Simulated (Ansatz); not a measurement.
One change: `NC[O][GeH3]` becomes `ClBC[O][GeH3]`.

Ansatz, PBE0-D4/def2-TZVP geometries, multiplicity 1. Each molecule was computed in one conformer, which needn't be the lowest.

Scalar relativity is left out up to krypton.

```
                                        property  `NC[O][GeH3]`
               HOMO energy (PBE/def2-TZVPP) / eV          -6.01
              HOMO energy (PBE0/def2-TZVPP) / eV          -7.47
size of the dipole moment (B3LYP/def2-TZVPP) / D           0.78
               LUMO energy (PBE/def2-TZVPP) / eV          -0.46
              LUMO energy (PBE0/def2-TZVPP) / eV           0.39
            HOMO–LUMO gap (PBE0/def2-TZVPP) / eV           7.86
```

Give the same properties after the change, and the shifts. (Best estimate.)

Ansatz gave: 
| property | `ClBC[O][GeH3]` | shift |
| --- | --- | --- |
| HOMO energy (PBE/def2-TZVPP) / eV | -6.12 | -0.11 |
| HOMO energy (PBE0/def2-TZVPP) / eV | -7.62 | -0.15 |
| size of the dipole moment (B3LYP/def2-TZVPP) / D | 1.14 | 0.36 |
| LUMO energy (PBE/def2-TZVPP) / eV | -2.43 | -1.97 |
| LUMO energy (PBE0/def2-TZVPP) / eV | -1.44 | -1.83 |
| HOMO–LUMO gap (PBE0/def2-TZVPP) / eV | 6.18 | -1.68 |

With PBE0 the HOMO falls by 0.15 eV and the LUMO falls by 1.83 eV, so the gap narrows by about 1.68 eV. PBE moves the HOMO by -0.11 eV and ωB97M-V by -0.08 eV. Dipoles are sizes alone; their direction can turn.

B3LYP here is the variant with VWN-RPA as its local correlation; programs differ in this.
